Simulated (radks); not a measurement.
Values are calculated unless marked as measured or tabulated.
Species: Bi3+. Configuration: [Hg]. Level of theory: Dirac Kohn-Sham, BP86, spin-unpolarised, spherical densities, finite nucleus; Fermi nuclear charge, rms radius 5.5211 fm (a radial shooting solver on a logarithmic mesh with Libxc functionals). Some entries of the table are withheld. Estimate them.

| orbital | occ. | eigenvalue (eV) | <r^2> (bohr^2) | <r> (bohr) |
|---|---|---|---|---|
| 1s1/2 | 2 | -90490.06 | 0.0003464 | 0.01580 |
| 2s1/2 | 2 | -16268.25 | 0.005189 | 0.06579 |
| 2p1/2 | 2 | -15639.78 | 0.003642 | 0.05388 |
| 2p3/2 | 4 | -13319.56 | 0.004822 | 0.06292 |
| 3s1/2 | 2 | -3948.029 | 0.03361 | 0.1710 |
| 3p1/2 | 2 | -3662.064 | (1) | 0.1615 |
| 3p3/2 | 4 | -3142.611 | (2) | 0.1780 |
| 3d3/2 | 4 | -2670.849 | 0.02802 | (3) |
| 3d5/2 | 6 | -2560.720 | 0.02972 | (4) |
| 4s1/2 | 2 | -927.8039 | 0.1606 | 0.3770 |
| 4p1/2 | 2 | -803.0923 | 0.1625 | 0.3777 |
| 4p3/2 | 4 | -675.0786 | 0.1933 | 0.4124 |
| 4d3/2 | 4 | -471.4798 | 0.1999 | 0.4161 |
| 4d5/2 | 6 | -447.5851 | 0.2105 | 0.4271 |
| 5s1/2 | 2 | -185.3645 | 0.7747 | 0.8316 |
| 4f5/2 | 6 | -183.4590 | 0.2290 | 0.4380 |
| 4f7/2 | 8 | -177.9666 | 0.2354 | 0.4441 |
| 5p1/2 | 2 | -142.0581 | 0.8822 | 0.8849 |
| 5p3/2 | 4 | -117.3590 | 1.069 | 0.9740 |
| 5d3/2 | 4 | -56.7259 | (5) | 1.197 |
| 5d5/2 | 6 | -53.6730 | (6) | 1.237 |
| 6s1/2 | 2 | -40.1502 | 4.506 | 2.010 |

Answer. 
(1) 3p1/2 <r^2> (bohr^2): 0.03049
(2) 3p3/2 <r^2> (bohr^2): 0.03680
(3) 3d3/2 <r> (bohr): 0.1545
(4) 3d5/2 <r> (bohr): 0.1595
(5) 5d3/2 <r^2> (bohr^2): 1.648
(6) 5d5/2 <r^2> (bohr^2): 1.760
